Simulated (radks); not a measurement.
The praseodymium ion Pr3+, configuration [Kr] 4d10 4f2 5s2 5p4 5f2 (not the ground configuration). All-electron calculation, scalar-relativistic Kohn-Sham, BLYP, spin-polarised, spherical densities, point nucleus; open shells are filled with parallel spins first (spin-orbit coupling, left out, can overturn this in heavy ions). Program: a radial shooting solver on a logarithmic mesh with Libxc functionals.

Local quantities along the radius. ELF = 1/(1 + alpha^2) is the electron localisation function; alpha = (tau - tau_W)/tau_unif compares the Pauli kinetic energy density with that of the uniform gas (summed over spins). tau is taken from the large components.

```
   r/bohr * ELF (the largest magnitude, 0.999, reaches the edge; | marks zero)
 0.001815 |                                                      *
  0.00246 |                                                      *
 0.003334 |                                                      *
 0.004519 |                                                      *
 0.006124 |                                                      *
   0.0083 |                                                      *
  0.01125 |                                                     *
  0.01524 |                                                   *
  0.02066 |                                          *
    0.028 |                       *
  0.03795 |                 *
  0.05143 |                             *
   0.0697 |                                        *
  0.09447 |                                  *
    0.128 |                  *
   0.1735 |                           *
   0.2352 |                                        *
   0.3187 |                          *
   0.4319 |             *
   0.5854 |                                       *
   0.7933 |                                 *
    1.075 |               *
    1.457 |                             *
    1.975 |                         *
    2.676 |  *
    3.627 |  *
    4.916 | *
    6.662 *
    9.029 *
```

On this mesh the ELF has minima near r = 0.038, 0.13, 0.37, 1.1 bohr, which separate the shells, and maxima near 0.070 (0.74), 0.24 (0.75), 0.68 (0.74), 1.7 (0.62).
